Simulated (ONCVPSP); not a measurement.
**Reading a pseudo-wave (lithium (Li))**

Columns: radius, all-electron u(r) and pseudo u(r) of the 2s shell (level -2.75 eV) of lithium in the configuration [He] 2s1; BLYP, scalar-relativistic, ONCV scheme, ONCVPSP 4.0.1.

```tsv
r (bohr)	all-electron	pseudo
0.150	-0.1606	0.0266
0.300	-0.1961	0.0541
0.450	-0.1688	0.0830
0.600	-0.1112	0.1133
0.750	-0.0405	0.1445
0.900	0.0337	0.1759
1.050	0.1061	0.2070
1.200	0.1739	0.2377
1.350	0.2356	0.2685
1.500	0.2904	0.3000
1.650	0.3379	0.3327
1.800	0.3786	0.3661
1.950	0.4130	0.3992
2.100	0.4419	0.4305
2.250	0.4655	0.4579
2.400	0.4843	0.4802
2.550	0.4984	0.4968
2.700	0.5082	0.5078
2.850	0.5141	0.5141
3.000	0.5166	0.5166
3.150	0.5160	0.5160
3.300	0.5127	0.5127
3.450	0.5072	0.5072
3.600	0.4997	0.4997
3.750	0.4905	0.4905
3.900	0.4800	0.4800
```

Problem. How many radial nodes do the two functions have?

Solution. The all-electron 2s function has n − l − 1 = 1; the pseudo-wave has 0, since the states of the same l below it are removed with the core.

Problem. At about which radius was the pseudo-wave matched?

Solution. 3.00 bohr. The columns agree to 0.0005 from 2.70 bohr on; several derivatives are matched, so the curves merge somewhat inside the radius.

Problem. Where does each function peak?

Solution. Outermost all-electron maximum near 3.00 bohr, pseudo maximum near 3.00 bohr (to the table’s step).

Problem. Is the pseudo-wave norm-conserving?

Solution. Yes: the ONCV scheme keeps the norm inside the radius equal to the all-electron one, which fixes the energy derivative of the logarithmic derivative at the level.
